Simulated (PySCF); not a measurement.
This PySCF input asks for the NMR shieldings of SMILES C1(C)=CCCP1C(=C)C, C8H13P; the geometry comes from GFN2-xTB.

```python
import basis_set_exchange as bse
import numpy as np
from pyscf import gto, dft
from pyscf.prop import nmr

atoms = """
C     0.878426    0.792001    1.577402
C     1.396271    0.352881    0.440449
C     2.847008    0.010596    0.283840
P     0.459348    0.186062   -1.144019
C     0.009095   -1.625099   -1.012658
C    -1.184613   -1.741505   -0.062110
C    -1.900774   -0.427626   -0.092824
C    -1.230702    0.616952   -0.565717
C    -1.723224    2.020097   -0.682691
H    -0.160556    1.056328    1.676805
H     1.482126    0.899923    2.466123
H     3.362225    0.022795    1.242107
H     3.323306    0.731034   -0.381694
H     2.961702   -0.974367   -0.168730
H    -0.278815   -1.947292   -2.017433
H     0.862982   -2.227005   -0.700978
H    -1.842883   -2.562893   -0.353786
H    -0.844976   -1.939474    0.959962
H    -2.909826   -0.367540    0.290061
H    -2.728991    2.118369   -0.278083
H    -1.056877    2.698233   -0.148988
H    -1.730664    2.326915   -1.728670
"""
names = dict.fromkeys(["C", "P", "H"], "pcSseg-1")
basis = {el: gto.basis.parse(bse.get_basis(n, elements=[el], fmt="nwchem")) for el, n in names.items()}
mol = gto.M(atom=atoms, basis=basis, charge=0, verbose=0)
mf = dft.RKS(mol, xc="PBE0")
mf.grids.level = 2
mf.grids.alignment = dft.numint.BLKSIZE   # the property module wants whole blocks of grid points
mf.conv_tol = 1e-9
mf.kernel()

calc = nmr.RKS(mf)   # GIAO
C = mf.mo_coeff
Co = C[:, mf.mo_occ > 0]
resp = mf.gen_response(singlet=True, hermi=2)
def vind(x):   # induced exchange potential for any number of trial vectors
    d = np.einsum("pi,xij,qj->xpq", C, 2 * x.reshape(-1, C.shape[1], Co.shape[1]), Co, optimize=True)
    return np.einsum("xpq,pi,qj->xij", resp(d - d.transpose(0, 2, 1)), C, Co, optimize=True).ravel()
mo1, _ = nmr.rhf.solve_mo1(calc, with_cphf=vind)
sigma = calc.kernel(mo1)
for i, s in enumerate(sigma):   # ppm
    w = np.linalg.eigvalsh((s + s.T) / 2)
    print("%2d %-2s iso %8.1f  s11 %8.1f  s22 %8.1f  s33 %8.1f" % (i, mol.atom_pure_symbol(i), w.mean(), *w))
```

Problem. What are the results?

Solution. 
```
 0 C  iso     64.0  s11    -43.3  s22     81.6  s33    153.8
 1 C  iso     33.3  s11    -83.5  s22     21.0  s33    162.3
 2 C  iso    160.0  s11    143.2  s22    150.7  s33    186.1
 3 P  iso    328.6  s11    274.2  s22    338.2  s33    373.5
 4 C  iso    156.6  s11    133.2  s22    163.9  s33    172.5
 5 C  iso    149.4  s11    119.1  s22    153.3  s33    175.9
 6 C  iso     41.3  s11    -60.2  s22     59.1  s33    124.9
 7 C  iso     36.8  s11    -65.4  s22     37.9  s33    137.8
 8 C  iso    165.4  s11    149.9  s22    159.1  s33    187.2
 9 H  iso     26.5  s11     23.8  s22     24.7  s33     31.0
10 H  iso     26.0  s11     23.2  s22     24.9  s33     29.9
11 H  iso     29.7  s11     25.6  s22     27.9  s33     35.6
12 H  iso     29.5  s11     25.4  s22     27.7  s33     35.4
13 H  iso     29.8  s11     25.0  s22     30.1  s33     34.1
14 H  iso     29.8  s11     24.2  s22     28.0  s33     37.1
15 H  iso     30.0  s11     25.5  s22     28.5  s33     36.0
16 H  iso     29.2  s11     23.9  s22     27.3  s33     36.4
17 H  iso     29.0  s11     25.8  s22     26.7  s33     34.5
18 H  iso     25.3  s11     23.9  s22     24.6  s33     27.4
19 H  iso     29.5  s11     25.1  s22     27.9  s33     35.6
20 H  iso     29.8  s11     25.1  s22     29.4  s33     34.9
21 H  iso     29.5  s11     24.9  s22     27.7  s33     35.9
```

These numbers come from an equivalent density-fitted implementation of the same equations, which agrees with the script to about 0.01 ppm for H and up to a few tenths of a ppm for heavy atoms, so last digits may differ.

Size and cost of the density-fitted run: 225 basis functions, 46 s wall time on 1 thread of an x86-64 server CPU, shared host.
